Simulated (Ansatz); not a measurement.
`[Cl][Ge][Br]` + H₂S → `[SH][Ge][Br]` + HCl at 500 K and 1 bar (ligand exchange at a Ge–Cl bond).

Program: Ansatz. Geometries: PBE0-D4/def2-TZVP. ΔE: electronic, gas phase. CBS: MP2 limit from def2 TZ/QZ plus the TZ coupled-cluster correction, frozen cores. This one scheme is used for every species. For Br, Ge outer-core shells are correlated without core-valence functions, which leaves a few kJ/mol of doubt a bond. Scalar relativity is left out up to krypton. Each species was taken in one conformer, which may not be the lowest.

| species | CCSD(T)/CBS energy (Eh) | H − E (kJ/mol) | S (J/(mol·K)) |
| --- | --- | --- | --- |
| `[Cl][Ge][Br]` | -5109.28758 | 29.8 | 341.7 |
| H₂S | -398.97279 | 57.0 | 224.0 |
| `[SH][Ge][Br]` | -5047.87083 | 55.7 | 354.8 |
| HCl | -460.38127 | 32.5 | 201.9 |

H − E and S are ideal-gas, rigid-rotor, harmonic terms from PBE0-D4/def2-TZVP, for one conformer and one mirror image of each species. 1 Eh = 2625.50 kJ/mol, R = 8.31446 J/(mol·K).

**Question.** By hand: ΔE, ΔH, ΔS and ΔG.

**Answer.** ΔE = (-5047.87083) + (-460.38127) − (-5109.28758) − (-398.97279) = 0.00827 Eh = 21.7 kJ/mol. Δ(H − E) = 55.7 + 32.5 − 29.8 − 57.0 = 1.4, so ΔH = 23.1 kJ/mol. ΔS = 354.8 + 201.9 − 341.7 − 224.0 = -9.0 J/(mol·K). ΔG = 23.1 − 500 × (-9.0)/1000 = 27.6 kJ/mol.

**Question.** By hand: the equilibrium constant, and the temperature at which ΔG would vanish if ΔH and ΔS stayed fixed.

**Answer.** log₁₀ K = −ΔG/(RT ln 10) = -2.9. ΔH and −TΔS have one sign here, so there is no such temperature.

The number of gas molecules stays the same, so ΔS is small and ΔH decides. A doubt of 5 kJ/mol in ΔE shifts log₁₀ K by 0.5 here. Other conformers and mirror images would add mixing entropy, several J/(mol·K) or more a flexible species. These are equilibria of isolated gas molecules and say nothing of rates. Largest T1 diagnostic: 0.012 (customary marks: 0.02 for closed shells, 0.045 for open ones).

ΔS is within the doubt of such terms, so its sign, and with it that verdict, could turn.
